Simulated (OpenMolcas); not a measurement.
# How methods differ on CH6B2O (SMILES BB(C)O)

CH6B2O: 10 atoms, total charge 0, spin state singlet. As SMILES, `BB(C)O`. The coordinates come from a PBE0-D4/def2-TZVP relaxation. This is one conformer, not always the lowest.

```xyz
10

B    -1.1574    0.8268   -0.6221
B     0.2894    0.0459   -0.2710
C     0.3773   -0.8347    1.0322
O     1.4326    0.1178   -1.0179
H    -2.0104    0.3121   -1.2922
H    -1.4404    1.8989   -0.1622
H    -0.5465   -1.3710    1.2659
H     1.2004   -1.5525    0.9757
H     0.5727   -0.1745    1.8867
H     1.3653    0.6798   -1.7923
```

Quantity: the dipole moment, in D. The values are calculated.

| level | kind | program | value (D) | CPU time |
| --- | --- | --- | --- | --- |
| HF/def2-SVP | Hartree–Fock | OpenMolcas | 1.26 | 5.2 s |
| SVWN5/def2-SVP | LDA | OpenMolcas | 0.95 | 18 s |
| PBE/def2-SVP | GGA | OpenMolcas | 0.97 | 27 s |
| revPBE/def2-SVP | GGA | OpenMolcas | 0.97 | 27 s |
| M06-L/def2-SVP | meta-GGA | OpenMolcas | 1.01 | 34 s |
| TPSS/def2-SVP | meta-GGA | OpenMolcas | 1.02 | 35 s |
| B3LYP/def2-SVP | global hybrid | OpenMolcas | 1.06 | 26 s |
| BHLYP/def2-SVP | global hybrid | OpenMolcas | 1.14 | 25 s |

The values span 0.95 to 1.26 D. Magnitudes only. CPU times are rough (shared hosts, several kinds of processor): they show what a rung costs within a factor of a few.
